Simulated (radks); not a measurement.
Values are calculated unless marked as measured or tabulated.
Initial-state core-level shifts of neutral europium when its valence configuration changes from [Xe] 4f7 6s2. Level of theory: Dirac Kohn-Sham, PBE, spin-unpolarised, spherical densities, finite nucleus; open shells fill j = l - 1/2 first; Fermi nuclear charge, rms radius 5.1115 fm (a radial shooting solver on a logarithmic mesh with Libxc functionals). Shifts are changes of the shell-averaged eigenvalues in eV (positive: less bound); the change of the density at the nucleus, which sets a Mossbauer isomer shift, is in e/bohr^3, on a base of 5.792e+05.

| valence | 2p | 3s | 3d | 5p | density at nucleus |
|---|---|---|---|---|---|
| 4f5 6s2 6p2 | -21.273 | -23.333 | -23.135 | -11.731 | +102.18 |
| 4f6.5 6s2 6p0.5 | -4.532 | -4.927 | -4.888 | -2.816 | +20.86 |
| 4f6.5 5d0.5 6s2 | -3.080 | -3.505 | -3.459 | -1.409 | +15.14 |
| 4f5 5d2 6s2 | -14.186 | -16.357 | -16.129 | -5.496 | +70.03 |
| 4f6 5d1 6s2 | -6.479 | -7.412 | -7.313 | -2.795 | +31.96 |
| 4f7 5d1 6s1 | +0.999 | +0.957 | +0.965 | +1.047 | -24.26 |
| 4f6 6s2 6p1 | -9.641 | -10.520 | -10.433 | -5.741 | +45.19 |
| 4f5.5 5d1.5 6s2 | -10.216 | -11.734 | -11.574 | -4.158 | +50.45 |
